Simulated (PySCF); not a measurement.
## How methods differ on the ionisation energy of Ge²⁶⁺

Ge²⁶⁺ [He] 2s2 2p2 (3P) → Ge²⁷⁺ [He] 2s2 2p1 (2P), as a difference of total energies. All numbers are calculated (PySCF 2.14, the spin-free X2C one-electron Hamiltonian (Gaussian nucleus), in an uncontracted even-tempered set (19 s from 7 bohr⁻², ratio 2.2; 12 p from 9.1 bohr⁻², ratio 2.2; 6 d from 38 bohr⁻², ratio 2.4; 5 f from 56 bohr⁻², ratio 2.4; 4 g from 85 bohr⁻², ratio 2.4)). Correlated levels: nothing frozen; virtual orbitals above 40 to 60 times the deepest correlated orbital energy dropped. The calculations carry no spin-orbit coupling.

```json
{"method": "UHF", "ionisation energy (eV)": "2729.3"}
{"method": "LDA", "ionisation energy (eV)": "2727.4"}
{"method": "PBE", "ionisation energy (eV)": "2728.8"}
{"method": "PBE0", "ionisation energy (eV)": "2729.2"}
{"method": "r2SCAN", "ionisation energy (eV)": "2731.2"}
{"method": "MN15", "ionisation energy (eV)": "2730.2"}
{"method": "TPSS", "ionisation energy (eV)": "2728.8"}
{"method": "MP2 (all electrons)", "ionisation energy (eV)": "2729.1"}
{"method": "SCS-MP2 (all electrons)", "ionisation energy (eV)": "2728.6"}
```

Spin-orbit coupling is strong in these open shells (close to jj coupling). The scalar numbers leave it out and a first-order estimate fails, so it can dominate the gap to the real levels.

For this ion Breit and QED terms and the two-electron picture change, all absent here, outweigh the differences among the correlated methods.

For comparison: 2737.1 ± 2.3 eV (semi-empirical (NIST evaluation); NIST Atomic Spectra Database, ionization energies).
